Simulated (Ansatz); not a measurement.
Stepwise reaction of `O[SiH2][GeH2][OH]` with ammonia, as a gas-phase model of exchange steps in deposition or etching. ΔE in kJ/mol.

Isolated molecules relaxed with PBE0-D4/def2-TZVP in Ansatz; ΔE leaves out vibrations. CCSD(T)/CBS adds triple-zeta CCSD(T) − MP2 to the extrapolated MP2 energy (def2 sets, frozen cores). This one scheme is used for every species. Functionals use def2-TZVPP. B3LYP here is the variant with VWN-RPA as its local correlation; programs differ in this. For Ge outer-core shells are correlated without core-valence functions, which leaves a few kJ/mol of doubt a bond. Scalar relativity is left out up to krypton. One conformer a species, not always the lowest.

| step | reaction | PBE-D4 | B3LYP-D4 | ωB97M-V | CCSD(T)/CBS |
| --- | --- | --- | --- | --- | --- |
| 1 | `O[SiH2][GeH2][OH]` + NH₃ → `[NH2][GeH2][SiH2]O` + H₂O | 8.6 | 15.8 | 13.4 | 11.1 |
| 2 | `[NH2][GeH2][SiH2]O` + NH₃ → `N[SiH2][GeH2][NH2]` + H₂O | 49.5 | 50.2 | 50.3 | 46.5 |

(1) By hand: ΔE of the 2 steps together at CCSD(T)/CBS.

Answers

(1) (11.1) + (46.5) = 57.6 kJ/mol, or 28.8 kJ/mol a step.

In ΔE each step is higher than the one before. All are uphill at CCSD(T)/CBS. PBE-D4 differs from CCSD(T)/CBS by -2.5 to 3.0 kJ/mol a step. Isolated molecules leave out the surface, adducts and barriers. Largest T1 diagnostic: 0.012.
